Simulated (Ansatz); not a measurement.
PSe₂, relaxed as a doublet with UKS PBE-D4/def2-TZVP in Ansatz, starting from the GFN1-xTB geometry. Force threshold 0.02 eV/Å.

The relaxation made no stability test and no search for a lower SCF solution. The structure comes from a short search, and lower isomers may exist.

Start:

```tsv
atom	x (Å)	y (Å)	z (Å)
P1	-0.658	1.026	0.083
Se2	-0.454	-0.950	-0.843
Se3	1.112	-0.076	0.760
```

```tsv
step	energy (eV)	largest force component (eV/Å)	SCF passes
1	-139965.0195	1.243	17
2	-139965.0663	0.216	23
3	-139965.0680	0.013	25
```

Force components are those of the run's own axes.

End:

```xyz
3

P    -0.682    1.064    0.086
Se   -0.443   -0.970   -0.846
Se    1.125   -0.094    0.760
```

By distances, no bond broke or formed. The bond that changes most is P1–Se2, from 2.19 to 2.25 Å (atoms count from 1).

No frequencies were taken in this run, so the end may be a saddle point.

Hardware: 4 threads of Arm Neoverse V2 on a shared host. Wall time 3.4 s.
